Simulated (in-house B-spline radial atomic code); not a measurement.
Values are calculated unless marked as measured or tabulated.
**Mg ion on Hf atom: potential, deflection and energy transfer**

The pair potential comes from two frozen, spherical free-atom densities (PBE, B-spline radial code, scalar-relativistic past argon): electrostatics plus the change in Thomas-Fermi kinetic and Dirac exchange energy where they overlap, the recipe behind the universal ZBL potential, which averages such potentials (from solid-state densities) over many pairs. It is written V = (Z1 Z2 e²/r) φ(r/a), with e² = 14.3996 eV·Å and a = 0.46850 Å/(Z1^0.23 + Z2^0.23); ZBL's fit is φ = 0.18175 e^(−3.1998x) + 0.50986 e^(−0.94229x) + 0.28022 e^(−0.4029x) + 0.02817 e^(−0.20162x). Where φ falls below 4e-4 it is continued as an exponential.

Masses 24.3 and 178.49 u.

```
x = r/a  φ, this pair     φ, ZBL
    0.1        0.8799     0.8928
   0.25        0.7523     0.7647
    0.5        0.6018     0.6096
      1        0.4105     0.4164
    1.5        0.2951     0.2995
      2        0.2186     0.2218
      3        0.1267     0.1292
      4       0.07863    0.08026
      5        0.0511    0.05224
    6.5       0.02776    0.02914
      8       0.01584    0.01705
     10      0.008092   0.008778
     12      0.004449    0.00474
   14.5      0.002312   0.002328
     17      0.001269   0.001212
     20     0.0006057  0.0005882
```

Task: At x = 4 the electrostatic, kinetic and exchange parts are 32.83, 2440.11 and -152.44 eV. Find r, V and φ.

Result: a = 0.46850/(1.7710 + 2.6742) = 0.10540 Å, so r = 0.42159 Å. V = 32.83 + 2440.11 + (-152.44) = 2320.50 eV. The bare repulsion is 12 × 72 × 14.3996/0.42159 = 29511 eV, so φ = 0.0786, -2.0 % against ZBL's 0.0803. The kinetic (Pauli) term is 105 % of V here, as the other two terms together attract.

Task: The ion comes in at 1.341 keV with impact parameter 0.2108 Å. The scattering integral gives a centre-of-mass angle of 119.8° and a closest approach of 5.288 a. What are the reduced energy, the energy passed on and the laboratory angles?

Result: ε = E a M2/(Z1 Z2 e² (M1 + M2)) = 1341 × 7.4564e-06 = 0.01. The most that one collision can pass on is γE with γ = 4 M1 M2/(M1 + M2)² = 0.4219. Here T = γE sin²(θ/2) = 0.4219 × 1341 × 0.7487 = 423.6 eV. The ion turns by arctan(sin θ/(cos θ + M1/M2)) = 112.6° (second quadrant: it bounces back), and the struck atom leaves at (180° − θ)/2 = 30.1°. The closest approach is 0.557 Å. With ZBL the angle would be 119.98° and T = 424.2 eV.
